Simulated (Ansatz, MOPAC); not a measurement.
Species: SrO, net charge 0, singlet state. SMILES: [O]=[Sr]

Atoms: Sr1, O2. Bonds: Sr1-O2.

Bond lengths (Å) and angles (degrees) optimised at AM1 with MOPAC; MNDO with MOPAC; HF/STO-3G with Ansatz (an electronic-structure program), each started from the B3LYP-D3(BJ)/def2-TZVP structure (Ansatz) of the last column. A row stands for all coordinates that are equal there.

| coordinate | AM1 | MNDO | HF/STO-3G | B3LYP-D3(BJ)/def2-TZVP |
|---|---|---|---|---|
| Sr1-O2 | 1.920 | 1.920 | 2.584 | 1.937 |

Mean signed difference of all 1 bond lengths from B3LYP-D3(BJ)/def2-TZVP: AM1 -0.017 Å, MNDO -0.017 Å, HF/STO-3G 0.647 Å.
